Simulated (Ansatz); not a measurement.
Relaxation of Cl2GaH2 (5 atoms, charge 0, multiplicity 2), to a largest force component of 0.03 eV/Å in at most 50 steps.

These are results of Ansatz 0.2.0, UKS PBE0/def2-SVP, not measurements.

```xyz
5
Properties=species:S:1:pos:R:3
Ga 0.000 0.000 -0.133
Cl 0.000 0.000 2.084
H 1.419 0.000 -0.761
H -1.419 0.000 -0.761
Cl 0.000 0.000 5.320
```

Where does it end, and by what steps?

The forces met the threshold. The force dipped under the threshold on the way, but the program's further checks kept it going. After 29 steps the energy has fallen by 0.966 eV; Cl5 moved furthest, 2.56 Å. Joined: Ga1–Cl5 (5.45 → 2.35 Å).

```csv
step,energy less start (eV),largest force component (eV/Å),accepted
0,0.0000,0.742,yes
2,-0.0222,0.121,yes
4,-0.0358,0.076,yes
6,-0.0383,0.018,yes
8,-0.0385,0.010,yes
10,-0.0416,0.067,yes
12,-0.0542,0.118,yes
14,-0.0796,0.116,yes
16,-0.1105,0.095,yes
18,-0.1747,0.100,yes
20,-0.2390,0.112,yes
22,-0.3309,0.234,yes
24,-0.5627,0.499,yes
26,-0.8926,0.450,yes
28,-0.9654,0.034,yes
29,-0.9656,0.021,yes
```

```xyz
5
Properties=species:S:1:pos:R:3
Ga 0.075 -0.153 0.652
Cl -0.444 1.652 2.061
H 1.549 -0.023 0.181
H -1.225 -0.644 -0.043
Cl 0.045 -0.832 2.900
```

Whether the end is a true minimum wasn't checked by a vibrational analysis.

Run time: 97 s on 2 threads of Arm Neoverse V1 (shared host), peak memory 0.26 GiB.
